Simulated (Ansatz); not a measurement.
C₂H₁₀GaN₃ (SMILES C[N](C)[Ga]([NH2])[NH2]), singlet, at a GFN2-xTB geometry (such geometries of metal compounds can be far from the true shape), atoms displaced at random by about 0.03 Å a coordinate; PBE/STO-3G, gradient (Ansatz, an electronic-structure program).

Here is a job for Ansatz.
Ansatz 0.2 input:
```yaml
crystal:
  periodic: [false, false, false]
  atoms:
    - {symbol: Ga, position_ang: [0.50526182, -0.25350759, 0.13519069]}
    - {symbol: N, position_ang: [1.85503933, -0.36575918, -1.08183187]}
    - {symbol: H, position_ang: [2.74254863, -0.70892586, -0.75847561]}
    - {symbol: H, position_ang: [1.96670574, 0.39727119, -1.79913187]}
    - {symbol: N, position_ang: [0.63050387, -1.23565568, 1.61161276]}
    - {symbol: H, position_ang: [0.05519818, -1.13727576, 2.47827459]}
    - {symbol: H, position_ang: [1.55663253, -1.59178645, 1.99581210]}
    - {symbol: N, position_ang: [-1.10936155, 0.47715702, -0.31577349]}
    - {symbol: C, position_ang: [-1.23376245, 1.32129413, -1.52801583]}
    - {symbol: C, position_ang: [-2.18338872, 0.68606556, 0.63689508]}
    - {symbol: H, position_ang: [-2.15511050, 0.98969233, -2.05423419]}
    - {symbol: H, position_ang: [-1.34286793, 2.43426914, -1.29338425]}
    - {symbol: H, position_ang: [-0.36049056, 1.15928311, -2.17341709]}
    - {symbol: H, position_ang: [-2.31543955, 1.76425578, 1.00092485]}
    - {symbol: H, position_ang: [-3.09401579, 0.34609297, 0.12912693]}
    - {symbol: H, position_ang: [-1.96313320, 0.07486685, 1.48231190]}
basis:
  gaussian:
    orbitals: STO-3G
hamiltonian:
  xc: pbe
output: {forces: true}
```

What does Ansatz print? Leave out banner, timings and long lists.


```
Functional definition: PBE
681 factors; integrals over basis functions are off by at most 7.3e-5 eV
mean field evaluation 1: about -57252.4330 eV, gradient 3.5e2 eV
mean field evaluation 2: about -57976.4714 eV, gradient 1.6e2 eV
mean field evaluation 4: about -57666.1116 eV, gradient 2.5e2 eV
mean field evaluation 8: about -58193.7105 eV, gradient 2.0e2 eV
mean field evaluation 16: about -58369.0028 eV, gradient 4.5e-3 eV
mean field -58369.00284303 eV, -2145.0212905503 hartree, gradient 2.2e-5 eV, S^2 0.000000; 0 other end points of the search recorded, 0 dependent functions left out
the calculation of the forces begins
reference -58369.00287385 eV, -2145.0212916829 hartree; 37, 37 occupied and 16, 16 virtual orbitals, 681 factors
Total energy: -58369.00287385 eV, -2145.0212916829 hartree
Atom 0 at     0.505262    -0.253508     0.135191 Å, force     0.091603    -0.738152     0.397352 eV/Å
Atom 1 at     1.855039    -0.365759    -1.081832 Å, force    -5.592089     0.925994     2.105788 eV/Å
Atom 2 at     2.742549    -0.708926    -0.758476 Å, force     2.153467    -0.512620     0.424464 eV/Å
Atom 3 at     1.966706     0.397271    -1.799132 Å, force     0.268486    -0.324183     0.207968 eV/Å
Atom 4 at     0.630504    -1.235656     1.611613 Å, force     0.551309     1.874466    -3.160876 eV/Å
Atom 5 at     0.055198    -1.137276     2.478275 Å, force    -0.608231     0.254719    -0.115237 eV/Å
Atom 6 at     1.556633    -1.591786     1.995812 Å, force    -0.283770     0.166804    -0.642371 eV/Å
Atom 7 at    -1.109362     0.477157    -0.315773 Å, force     5.747699    -1.616098     0.468788 eV/Å
Atom 8 at    -1.233762     1.321294    -1.528016 Å, force    -0.822971     0.681779     0.251538 eV/Å
Atom 9 at    -2.183389     0.686066     0.636895 Å, force    -0.687987     1.617238    -0.319439 eV/Å
Atom 10 at    -2.155111     0.989692    -2.054234 Å, force    -0.105944     0.285924    -0.423582 eV/Å
Atom 11 at    -1.342868     2.434269    -1.293384 Å, force     0.153930    -0.851510    -0.202991 eV/Å
Atom 12 at    -0.360491     1.159283    -2.173417 Å, force     0.218044     0.058952    -0.320634 eV/Å
Atom 13 at    -2.315440     1.764256     1.000925 Å, force     0.072506    -0.836213    -0.470164 eV/Å
Atom 14 at    -3.094016     0.346093     0.129127 Å, force    -1.071490     0.032415     0.253705 eV/Å
Atom 15 at    -1.963133     0.074867     1.482312 Å, force    -0.084560    -1.019514     1.545691 eV/Å
Dipole moment:     0.186524     0.156548     0.171640 e Å
```
